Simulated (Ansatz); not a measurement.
`[CH3][Hf]([CH3])([CH3])[F]` + NH₃ → `[CH3][Hf]([CH3])([NH2])[F]` + CH₄ at 700 K and 1 bar (ligand exchange at the Hf–C bond).

Gas-phase electronic energies from Ansatz, PBE0-D4/def2-TZVP geometries. CCSD(T)/CBS adds triple-zeta CCSD(T) − MP2 to the extrapolated MP2 energy (def2 sets, frozen cores). This one scheme is used for every species. Elements past krypton have def2 core potentials. For Hf outer-core shells are correlated without core-valence functions, which leaves a few kJ/mol of doubt a bond. One conformer a species, not always the lowest.

```csv
species,CCSD(T)/CBS energy (Eh),H − E (kJ/mol),S (J/(mol·K))
`[CH3][Hf]([CH3])([CH3])[F]`,-267.34769,381.0,617.8
NH₃,-56.50880,116.9,226.5
`[CH3][Hf]([CH3])([NH2])[F]`,-283.43983,352.2,583.9
CH₄,-40.46206,145.9,224.0
```

H − E and S are ideal-gas, rigid-rotor, harmonic terms from PBE0-D4/def2-TZVP, for one conformer and one mirror image of each species. 1 Eh = 2625.50 kJ/mol, R = 8.31446 J/(mol·K).

Problem. By hand: ΔE, ΔH, ΔS and ΔG.

Solution. ΔE = (-283.43983) + (-40.46206) − (-267.34769) − (-56.50880) = -0.04540 Eh = -119.2 kJ/mol. Δ(H − E) = 352.2 + 145.9 − 381.0 − 116.9 = 0.2, so ΔH = -119.0 kJ/mol. ΔS = 583.9 + 224.0 − 617.8 − 226.5 = -36.4 J/(mol·K). ΔG = -119.0 − 700 × (-36.4)/1000 = -93.5 kJ/mol.

Problem. By hand: the equilibrium constant, and the temperature at which ΔG would vanish if ΔH and ΔS stayed fixed.

Solution. log₁₀ K = −ΔG/(RT ln 10) = 7.0. ΔG = 0 at ΔH/ΔS = 3269 K, far beyond where these terms or the molecules hold.

ΔH outweighs TΔS. A doubt of 5 kJ/mol in ΔE shifts log₁₀ K by 0.4 here. Other conformers and mirror images would add mixing entropy, several J/(mol·K) or more a flexible species. Modes under 60 cm⁻¹, often nearly free rotors, make the harmonic entropy too high. These are equilibria of isolated gas molecules and say nothing of rates. Largest T1 diagnostic: 0.014 (customary marks: 0.02 for closed shells, 0.045 for open ones).
